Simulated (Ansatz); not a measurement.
A nudged elastic band was laid between two geometries of C2H4BrFO (9 atoms, charge 0, multiplicity 1).

Method: RKS PBE0-D4/def2-SVP (Ansatz).

- movable images: 5
- climbing image: yes
- spring: 5.0 eV/Å²
- optimiser: quadratic models (default)
- start path: through a guess of the saddle point
- force threshold: 0.03 eV/Å
- iteration limit: 60
- end points: relaxed

Image 0:

```xyz
9
Properties=species:S:1:pos:R:3
C -0.145 -1.049 -0.661
O 0.657 0.081 -0.382
C 0.157 0.888 0.575
F -0.962 1.523 0.153
Br 1.503 2.211 1.012
H -1.116 -0.755 -1.091
H 0.406 -1.657 -1.388
H -0.319 -1.648 0.251
H -0.092 0.359 1.513
```

Image 6:

```xyz
9
Properties=species:S:1:pos:R:3
C -0.264 -0.959 -0.752
O 0.303 0.328 -0.612
C 0.263 0.815 0.644
F -1.004 1.108 1.020
Br 1.325 2.434 0.697
H -0.101 -1.266 -1.792
H 0.228 -1.686 -0.080
H -1.345 -0.946 -0.540
H 0.684 0.126 1.398
```

(1) Which bonds break or form, and what moves?

(2) Give the energies along the band, and the barrier.

(3) What is the geometry of the highest image?

(4) What are the harmonic wavenumbers there?

The band took 8 iterations and about 2.7 core-minutes.

## Answers

(1) No bond is made or broken. The dihedral H8–C1–O2–C3 goes from -57 to 65°. The two ends are copies of one structure, up to a mirror image or an exchange of like atoms.

(2) It converged. The highest image is number 3 of 0 to 6, 0.067 eV above the ends, which have the same energy within 2 meV. A vibrational analysis at the climbing image gives one clearly imaginary mode, 178i cm⁻¹: a first-order saddle point.

| image | path coordinate (Å) | energy (eV) | dihedral H8–C1–O2–C3 (°) |
| --- | --- | --- | --- |
| 0 | 0.00 | 0.000 | -57 |
| 1 | 0.48 | 0.013 | -41 |
| 2 | 0.97 | 0.046 | -20 |
| 3 | 1.45 | 0.067 | 4 |
| 4 | 1.98 | 0.045 | 28 |
| 5 | 2.50 | 0.012 | 49 |
| 6 | 3.02 | 0.000 | 65 |

(3) 
```xyz
9
Properties=species:S:1:pos:R:3
C -0.199 -0.998 -0.739
O 0.465 0.238 -0.536
C 0.207 0.846 0.637
F -1.054 1.338 0.672
Br 1.459 2.311 0.843
H -0.787 -0.938 -1.665
H 0.549 -1.800 -0.837
H -0.884 -1.238 0.089
H 0.334 0.194 1.519
```

(4) 178i, 88, 235, 313, 336, 600, 791, 1035, 1099, 1153, 1166, 1286, 1301, 1386, 1456, 1480, 1485, 3053, 3079, 3158, 3168 cm⁻¹.

The run took 84 s on 2 threads of AMD EPYC 9R14 (Zen 4), with other jobs on the host, peak memory 0.28 GiB.
